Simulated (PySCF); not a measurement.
Species: C8H7N.
Bonds: C1–C2 (triple), C2–C3, C3–C4 (double), C4–N5, N5–C6 (double), C4–C7, C7–C8 (double), C8–C9, C3–C9. Hydrogens: H10 on C1; H11, H12 on C6; H13 on C7; H14 on C8; H15, H16 on C9.

All values: B3LYP/def2-SVPD (PySCF, non-relativistic), on one gas-phase PBE0-D3(BJ)/def2-SVP geometry that isn't relaxed in the solvent. The solvent is an IEF-PCM continuum (van der Waals radii × 1.2), and excitations are vertical TDDFT with non-equilibrium linear response and a frozen core. The model holds no explicit solvent molecules, cavitation or dispersion.

Gas-phase singlets (H = HOMO, L = LUMO):

```csv
state,E (eV),λ (nm),f,leading configuration
S1,3.498,354,0.090,H→L 88%
S2,4.392,282,0.026,H→L+1 58%
S3,4.482,277,0.098,H-1→L 52%
S4,4.945,251,0.016,H-2→L 83%
S5,5.259,236,0.001,H→L+3 62%
```

Problem. How does the list change in chloroform (ε = 4.711)?

Solution. 
```csv
state,E (eV),λ (nm),f,leading configuration,change by rank (eV)
S1,3.483,356,0.128,H→L 91%,-0.015
S2,4.433,280,0.062,H→L+1 71%,+0.041
S3,4.485,276,0.113,H-1→L 66%,+0.003
S4,5.005,248,0.026,H-2→L 83%,+0.060
S5,5.267,235,0.001,H→L+3 50%,+0.008
```

Problem. How does the list change in dimethylsulfoxide (ε = 46.83)?

Solution. 
```
state  E (eV)  λ (nm)      f  leading configuration  change by rank (eV)
   S1   3.496     355  0.130                H→L 91%               -0.002
   S2   4.454     278  0.059              H→L+1 67%               +0.062
   S3   4.505     275  0.124              H-1→L 62%               +0.023
   S4   5.030     246  0.028              H-2→L 82%               +0.085
   S5   5.276     235  0.001              H→L+2 50%               +0.017
```

Problem. How do the frontier levels move from gas to dimethylsulfoxide?

Solution. 
| orbital | gas (eV) | solvent (eV) | change (eV) | Löwdin shares, gas | Löwdin shares, solvent |
| --- | --- | --- | --- | --- | --- |
| LUMO+2 | 0.54 | 0.57 | +0.03 | C1 17 %, C2 12 %, C9 11 %, C6 9 % | C1 26 %, C2 20 %, C9 7 %, C6 7 % |
| LUMO+1 | -0.69 | -0.69 | 0.00 | N5 22 %, C6 20 %, C8 16 %, C7 12 % | N5 22 %, C6 20 %, C8 16 %, C7 12 % |
| LUMO | -1.82 | -1.85 | -0.03 | C6 19 %, N5 14 %, C3 13 %, C4 11 % | C6 20 %, N5 14 %, C3 12 %, C4 12 % |
| HOMO | -5.83 | -5.90 | -0.07 | C3 19 %, C1 17 %, C8 13 %, C4 12 % | C3 20 %, C1 17 %, C8 14 %, C4 13 % |
| HOMO-1 | -7.32 | -7.42 | -0.10 | N5 28 %, C1 11 %, C7 10 %, C2 10 % | N5 28 %, C7 12 %, C8 10 %, C1 10 % |
| HOMO-2 | -7.83 | -7.93 | -0.10 | C1 28 %, C2 28 %, C7 8 %, N5 8 % | C1 28 %, C2 28 %, C7 9 %, C8 7 % |
| HOMO-3 | -8.38 | -8.47 | -0.09 | N5 21 %, C2 13 %, C7 12 %, C1 11 % | N5 26 %, C6 12 %, C2 11 %, C7 10 % |

The HOMO–LUMO gap goes from 4.01 to 4.06 eV.

Time: 65 s wall; peak memory 1.1 GiB. Hardware: one thread, Arm Neoverse N1 (aarch64), shared host with 64 logical CPUs at a one-minute load of 50. This is the whole response run at B3LYP/def2-SVPD in dimethylsulfoxide, SCF included.

Shape of the structure used: `[CH:1]#[C:2][C:3]1=[C:4]([N:5]=[CH2:6])[CH:7]=[CH:8][CH2:9]1`: C3–C4–N5–C6 48°.
